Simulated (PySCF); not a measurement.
SMILES C#Cc1ccc(Cl)cc1, singlet, GFN2-xTB optimised geometry.

```
14

C     -1.98    -2.62     0.00
C     -1.38    -1.58     0.00
C     -0.66    -0.36     0.00
C     -1.35     0.85     0.00
C     -0.65     2.05     0.00
C      0.73     2.03     0.00
Cl     1.60     3.53     0.00
C      1.43     0.83     0.00
C      0.73    -0.36     0.00
H     -2.51    -3.53     0.00
H     -2.43     0.86     0.00
H     -1.18     2.99     0.00
H      2.51     0.84     0.00
H      1.26    -1.30     0.00
```

Density from PBE0/def2-TZVP run with PySCF at that geometry.

Minimum of the electron density along straight lines between bonded atoms, close to the bond critical point (lines longer than 1.1 times the sum of covalent radii, or with two minima, are not listed):

| bond | length / Å | ρ at the minimum / e bohr⁻³ | ∇²ρ there / e bohr⁻⁵ | position (fraction from the first atom) |
|---|---|---|---|---|
| C1–C2 | 1.201 | 0.418 | -1.21 | 0.49 |
| C2–C3 | 1.415 | 0.297 | -0.88 | 0.53 |
| C3–C4 | 1.395 | 0.316 | -0.93 | 0.51 |
| C4–C5 | 1.381 | 0.323 | -0.96 | 0.50 |
| C5–C6 | 1.387 | 0.321 | -0.96 | 0.48 |
| C6–Cl7 | 1.730 | ? | ? | 0.42 |
| C6–C8 | 1.387 | 0.321 | -0.96 | 0.52 |
| C3–C9 | 1.395 | 0.315 | -0.93 | 0.51 |
| C8–C9 | 1.381 | 0.323 | -0.96 | 0.50 |
| C1–H10 | 1.049 | 0.300 | -1.14 | 0.66 |
| C4–H11 | 1.080 | 0.289 | -1.04 | 0.65 |
| C5–H12 | 1.079 | 0.289 | -1.04 | 0.65 |
| C8–H13 | 1.079 | 0.289 | -1.04 | 0.65 |
| C9–H14 | 1.080 | 0.289 | -1.04 | 0.65 |

Q: Fill in the missing entries.

A: 
- C6–Cl7, ρ at the minimum / e bohr⁻³: 0.207
- C6–Cl7, ∇²ρ there / e bohr⁻⁵: -0.34
